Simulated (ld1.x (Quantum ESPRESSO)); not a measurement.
**Transferability test, TM potential for dysprosium (Dy)**

```
Element                 : Dy (Z = 66)
Generator               : ld1.x (Quantum ESPRESSO) 7.5
Type                    : norm-conserving Troullier–Martins (Kleinman–Bylander form)
Functional              : PBE
Relativity              : non-relativistic
Frozen core             : [Kr] 4d10
Valence charge          : 20
Reference configuration : 4f10 5s2 5p6 5d0 6s0 6p0 (charge +2)
Partial waves           : 5p (bound): rc 1.80 bohr; 5d (bound, empty): rc 2.75 bohr; 4f (bound): rc 1.25 bohr; 5s (bound): rc 1.65 bohr
Local potential         : the s channel
Core correction         : none
```

Energies are relative to the spin-unpolarised reference configuration 4f10 5s2 5p6 5d0 6s0 6p0; without spin polarisation the order of configurations can differ from experiment.

| valence configuration | charge | ΔE all-electron (eV) | error AE − PS (meV) |
| --- | --- | --- | --- |
| 4f10 5s2 5p6 5d0 6s1 6p0 | +1 | -10.875 | +122 |
| 4f9 5s2 5p6 5d0 6s0 6p0 | +3 | 29.547 | -256 |
| 4f10 5s2 5p6 5d0 6s1.5 6p0 | +0.5 | -14.382 | +151 |
| 4f10 5s2 5p6 5d1 6s0 6p0 | +1 | -9.797 | -3.2 |
| 4f9 5s2 5p6 5d0 6s2 6p0 | +1 | -1.988 | +251 |

Question: What are ΔE and the potential's error for 4f8 5s2 5p6 5d0 6s0 6p0?

Answer: ΔE = 79.049 eV all-electron; the error (AE − PS) is -1200 meV.

Question: What are ΔE and the potential's error for 4f10 5s2 5p6 5d0 6s2 6p0?

Answer: ΔE = -16.697 eV all-electron; the error (AE − PS) is +167 meV.

Levels in the configuration 4f9 5s2 5p6 5d0 6s0 6p0:

```csv
level,all-electron (eV),pseudo (eV)
4f,-39.108,-39.670
5s,-70.663,-70.838
5p,-52.191,-52.236
```

Note: ghost state, extra bound levels that the all-electron valence spectrum of the same l lacks: p at -587.6 eV. A true bound ghost makes a file unfit for plane-wave use.
